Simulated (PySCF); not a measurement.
Start geometry of `[SiH3]N([SiH3])c1ccccc1` from GFN2-xTB (Å):
```
atom  x, y, z in Å
Si1   -2.0912   -1.5378    0.1527
N2    -1.2480   -0.0361   -0.1382
Si3   -2.0895    1.4207   -0.6088
C4     0.1379    0.0034    0.0142
C5     0.7773   -0.7752    0.9777
C6     2.1505   -0.7380    1.1239
C7     2.9209    0.0824    0.3179
C8     2.2975    0.8648   -0.6389
C9     0.9250    0.8244   -0.7919
H10   -3.2998   -1.4955   -0.6645
H11   -1.2062   -2.6203   -0.2727
H12   -2.4499   -1.6695    1.5701
H13   -3.4522    1.2867   -0.1036
H14   -1.3985    2.5446    0.0204
H15   -2.1134    1.5641   -2.0695
H16    0.1838   -1.3997    1.6288
H17    2.6216   -1.3500    1.8796
H18    3.9937    0.1116    0.4337
H19    2.8852    1.5093   -1.2769
H20    0.4503    1.4207   -1.5571
```

Problem. What comes out of this run: PBE0-D3(BJ)/def2-SVP geometry optimisation, gas phase in PySCF?

Solution. 
```
atom  x, y, z in Å
Si1   -2.3423   -1.5270    0.3205
N2    -1.4776   -0.0619   -0.1480
Si3   -2.3374    1.3321   -0.8048
C4    -0.0765   -0.0082   -0.0038
C5     0.5958   -0.8622    0.8873
C6     1.9799   -0.8099    1.0213
C7     2.7329    0.0998    0.2816
C8     2.0774    0.9558   -0.6013
C9     0.6948    0.9008   -0.7481
H10   -3.7208   -1.4131   -0.2316
H11   -1.6507   -2.7223   -0.2454
H12   -2.4318   -1.6972    1.8043
H13   -3.7871    1.1106   -0.5453
H14   -1.8705    2.5773   -0.1275
H15   -2.1331    1.4965   -2.2780
H16    0.0300   -1.5677    1.5016
H17    2.4726   -1.4872    1.7232
H18    3.8183    0.1413    0.3920
H19    2.6480    1.6738   -1.1954
H20    0.2117    1.5652   -1.4695
```

The energy falls by 3.3 kcal/mol over 10 energy and gradient evaluations, the largest force component goes from 0.0127 to 2.0e-04 Eh/bohr, and the atoms move by 0.231 Å rms after alignment. Among the bonds, Si1–H10, Si1–H11, Si3–H13 and Si3–H14 change most and about equally (+0.030 to +0.031 Å). Bonds longer at the end by more than 0.005 Å: 20 of 20; shorter: 0. Among the angles that change most is H11–Si1–H12, from 111.3° to 108.2°. Among the dihedrals that turn most is H12–Si1–N2–Si3, from -92° to -107°. Rotational constants go from 2047, 842.8, 632.8 to 2012, 836.7, 610.3 MHz. The orientation of the end geometry is arbitrary; only internal coordinates are fixed.

The run used 189 basis functions and 69 SCF cycles in all. On one thread, Arm Neoverse V2, shared host, this took 3.4 min wall.

Not checked by PBE0-D3(BJ)/def2-SVP frequencies.
